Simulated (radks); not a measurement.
Excited configurations of the terbium ion Tb3+: one electron is placed in a higher orbital outside [Xe] 4f7. The ground configuration is [Xe] 4f8. Method: Dirac Kohn-Sham, PBE, spin-unpolarised, spherical densities, finite nucleus; open shells are shared between the two j in proportion to 2j + 1; Fermi nuclear charge, rms radius 5.06 fm; computed with a radial shooting solver on a logarithmic mesh with Libxc functionals. Excitation = E - E(ground); binding = E(ion) - E, where the ion is the core of charge +4; n* = 4/sqrt(2 binding) in atomic units, and the quantum defect is n - n*. Eigenvalue and <r> are those of j = l + 1/2.

outer orbital  excitation (eV)  binding (eV)     n*  eigenvalue (eV)  <r> (bohr)
6s                      15.201        28.820  2.748          -25.209       2.967
6p                      20.999        23.022  3.075          -19.751       3.522
6f                      34.594         9.427  4.805           -8.163       7.308
7s                      28.516        15.505  3.747          -13.834       5.427
7d                      34.149         9.872  4.696           -8.693       7.793

The Delta-SCF ionisation energy is 44.021 eV (NIST Atomic Spectra Database: 39.33 eV, semi-empirical). Self-interaction in the functional shifts the binding energies and quantum defects, so they are the method's values and not measured ones. Spin polarisation and multiplet splitting are left out, so open shells lie too high by an amount that depends on their filling. Sharing an open shell by 2j + 1 raises it above the true ground level by a part of the spin-orbit splitting, which enters the differences from NIST.

Beside tabulated values, note that spin-unpolarised runs miss the spin-polarisation part of the exchange energy of open shells.
